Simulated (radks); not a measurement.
All-electron atom: Tc4+ in [Kr] 4d3.

Calculated with a radial shooting solver on a logarithmic mesh with Libxc functionals: Dirac Kohn-Sham, exchange-only B88, spin-unpolarised, spherical densities, finite nucleus; open shells are shared between the two j in proportion to 2j + 1; Fermi nuclear charge, rms radius 4.4112 fm.

Energy parts (hartree):
part                    energy
total              -4281.32092
kinetic             4449.29608
electron-nucleus  -10281.97333
Hartree             1676.96282
exchange            -125.60649

Orbitals (lengths in bohr, moments of r in powers of bohr; r(90%) holds 90 % of the orbital's charge):
orbital  occ.  eigenvalue (hartree)  r(90%)
1s1/2       2             -768.3442  0.0614
2s1/2       2             -111.0623   0.231
2p1/2       2             -102.5595   0.208
2p3/2       4             -98.21122   0.214
3s1/2       2             -20.72962   0.613
3p1/2       2             -17.46239   0.618
3p3/2       4             -16.73476   0.634
3d3/2       4             -10.95241   0.633
3d5/2       6             -10.81242   0.638
4s1/2       2              -4.32748    1.51
4p1/2       2              -3.35484    1.65
4p3/2       4              -3.24030    1.69
4d3/2     1.2              -1.76809    2.20
4d5/2     1.8              -1.75393    2.22

The highest occupied level is 4d5/2 at -47.727 eV. The electron density at the nucleus is 1.002e+05 e/bohr^3.
